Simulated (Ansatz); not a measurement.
Consider the redistribution: `O[SiH2][AlH][SiH3]` + `CB(O)F` → `[OH][AlH][SiH3]` + `CB(F)[SiH2]O`.

Calculated with Ansatz (gas phase, PBE0-D4/def2-TZVP geometries, no zero-point term in ΔE). CBS: MP2 limit from def2 TZ/QZ plus the TZ coupled-cluster correction, frozen cores. DFT in def2-TZVPP. B3LYP here is the variant with VWN-RPA as its local correlation; programs differ in this. Each species was taken in one conformer, which may not be the lowest.

```csv
level,ΔE (kJ/mol)
B3LYP-D4,31.4
HF/def2-TZVPP,35.5
MP2/def2-QZVPP,26.0
MP2/CBS(def2),25.2
```

What does CCSD(T)/CBS give? (An estimate is asked.)

Ansatz gave: +30.9 kJ/mol. The listed levels differ from it by 0.5, 4.6, -4.9, -5.7 kJ/mol.

Largest T1 diagnostic among the species: 0.014.
